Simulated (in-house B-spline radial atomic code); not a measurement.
Configurations of the sulfur ion S²⁺, with energies counted from [Ne] 3s2 3p2. All numbers are computed (non-relativistic Hartree-Fock with fractional occupations, spin-polarised, spherical fractional occupations; point nucleus) with a radial B-spline atomic code at the basis-set limit, not measured. Shells without spins written out take the highest spin.

Caution: exact exchange at fractional occupations of open shells leaves self-interaction of up to several eV.

Occupations are held fixed; configurations that lie above the ionisation limit could autoionise.

```json
{"configuration": "[Ne] 3s2 3p1 4s1", "E - E(ref) (eV)": "17.988", "highest orbital": "4s up", "its <r> (bohr)": "3.85"}
{"configuration": "[Ne] 3s2 3p1 4f1", "E - E(ref) (eV)": "28.219", "highest orbital": "4f up", "its <r> (bohr)": "6.703"}
{"configuration": "[Ne] 3s1 3p2 4f1", "E - E(ref) (eV)": "35.2", "highest orbital": "4f up", "its <r> (bohr)": "6.661"}
{"configuration": "[He] 2s2 2p5 3s2 3p2 3d1", "E - E(ref) (eV)": "201.25", "highest orbital": "3d up", "its <r> (bohr)": "2.308"}
{"configuration": "[He] 2s2 2p5 3s2 3p2 4p1", "E - E(ref) (eV)": "205.53", "highest orbital": "4p up", "its <r> (bohr)": "4.427"}
{"configuration": "[He] 2s2 2p5 3s2 3p2 4f1", "E - E(ref) (eV)": "211.69", "highest orbital": "4f up", "its <r> (bohr)": "6.686"}
{"configuration": "[He] 2s2 2p(2 up, 3 down) 3s2 3p(2 up, 0 down) 4f(0 up, 1 down)", "E - E(ref) (eV)": "213.23", "highest orbital": "4f down", "its <r> (bohr)": "6.756"}
```

Problem. Order these further configurations by energy, lowest first.
A. [Ne] 3s(1 up, 0 down) 3p(3 up, 0 down)
B. [He] 2s2 2p5 3s2 3p2 4s1
C. [Ne] 3s(1 up, 0 down) 3p(2 up, 0 down) 3d(0 up, 1 down)
D. [Ne] 3s2 3p(1 up, 1 down)
E. [Ne] 3s2 3p1 3d1

Solution. A (0.98172 eV), D (5.3857 eV), E (19.879 eV), C (28.547 eV), B (200.7 eV).

Problem. How far above the reference does [He] 2s2 2p5 3s2 3p3 lie?

Solution. 174.49 eV; its least bound orbital is 3p up with <r> = 1.624 bohr.

Problem. How far above the reference does [Ne] 3s(1 up, 0 down) 3p(1 up, 1 down) 4p(0 up, 1 down) lie?

Solution. 38.967 eV; its least bound orbital is 4p down with <r> = 4.707 bohr.
